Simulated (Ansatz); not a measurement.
Geometry optimisation, Ansatz 0.2.0, DFT PBE-D3(BJ), scalar-relativistic, plane waves, PAW.

Input file:

```yaml
crystal:
  lattice:
    - [7.398, 0.0, 0.0]
    - [-3.699, 6.406856, 0.0]
    - [0.0, 0.0, 11.0]
  atoms:
    - { symbol: C, position: [0.0, 0.0, 0.0909091] }
    - { symbol: C, position: [0.2222222, 0.1111111, 0.0909091] }
    - { symbol: C, position: [0.0, 0.3333333, 0.0909091] }
    - { symbol: C, position: [0.2222222, 0.4444444, 0.0909091] }
    - { symbol: C, position: [0.0, 0.6666667, 0.0909091] }
    - { symbol: C, position: [0.2222222, 0.7777778, 0.0909091] }
    - { symbol: C, position: [0.3333333, 0.0, 0.0909091] }
    - { symbol: C, position: [0.5555556, 0.1111111, 0.0909091] }
    - { symbol: C, position: [0.3333333, 0.3333333, 0.0909091] }
    - { symbol: C, position: [0.5555556, 0.4444444, 0.0909091] }
    - { symbol: C, position: [0.3333333, 0.6666667, 0.0909091] }
    - { symbol: C, position: [0.5555556, 0.7777778, 0.0909091] }
    - { symbol: C, position: [0.6666667, 0.0, 0.0909091] }
    - { symbol: C, position: [0.8888889, 0.1111111, 0.0909091] }
    - { symbol: C, position: [0.6666667, 0.3333333, 0.0909091] }
    - { symbol: C, position: [0.8888889, 0.4444444, 0.0909091] }
    - { symbol: C, position: [0.6666667, 0.6666667, 0.0909091] }
    - { symbol: C, position: [0.8888889, 0.7777778, 0.0909091] }
    - { symbol: Cl, position: [0.277151, 0.1242539, 0.3218182] }
    - { symbol: H, position: [0.1338225, -0.0518302, 0.3627273] }
basis:
  ecutwfc: 420.0
kpoints:
  mp_grid: { grid: [2, 2, 1] }
hamiltonian:
  xc: pbe
  dispersion: d3bj
  pseudopotentials: { kind: paw, azcp: { folder: soft_1 } }
scf:
  occupations: { method: gaussian, width: 0.02 }
  lower_state_search: "off"
relax:
  f_tol: 0.03
  max_steps: 60
  adjacent_minimum: "off"
```

Launched with:

```bash
$ ansatz run input.yaml --threads 1 --pin off --max-ram 3072MiB --backend cpu --events-out ev --progress --plain --runs-dir out
```

Question: Where does it end, and by what steps?

Answer: The forces met the threshold. The force dipped under the threshold on the way, but the program's further checks kept it going. Limits of this set-up: coarse k mesh, slab without dipole correction. After 34 steps the energy has fallen by 0.748 eV; Cl19 moved furthest, 1.48 Å.

```tsv
step	energy less start (eV)	largest force component (eV/Å)	accepted
0	0.0000	2.108	yes
2	-0.5472	0.807	yes
4	-0.6738	0.615	yes
6	-0.7127	0.092	yes
8	-0.7138	0.414	no
10	-0.7210	0.182	yes
12	-0.7237	0.074	yes
14	-0.7296	0.247	yes
16	-0.7371	0.384	yes
18	-0.7404	0.319	yes
20	-0.7458	0.081	yes
22	-0.7467	0.040	yes
24	-0.7471	0.047	yes
26	-0.7476	0.085	yes
28	-0.7479	0.009	yes
30	-0.7481	0.018	yes
32	-0.7482	0.011	yes
34	-0.7482	0.006	yes
```

```xyz
20
Lattice="7.3980 0.0000 0.0000 -3.6990 6.4069 0.0000 0.0000 0.0000 11.0000" Properties=species:S:1:pos:R:3
C 0.046 0.027 0.984
C 1.270 0.733 0.985
C -1.200 2.158 0.987
C 0.047 2.878 0.987
C -2.430 4.308 0.983
C -1.199 5.018 0.983
C 2.501 0.021 0.982
C 3.747 0.742 0.986
C 1.269 2.174 0.987
C 2.500 2.883 0.987
C 0.048 4.299 0.986
C 1.269 5.003 0.987
C 4.968 0.036 0.986
C 6.198 0.748 0.986
C 3.747 2.163 0.987
C 4.968 2.868 0.987
C 2.499 4.293 0.986
C 3.746 5.012 0.982
Cl 1.100 -0.207 4.515
H 0.970 0.156 3.278
```

Time of the run: 85 s on 1 thread of AMD EPYC 9R45 96-Core Processor (Zen 5), with other jobs on the host, peak memory 0.68 GiB.
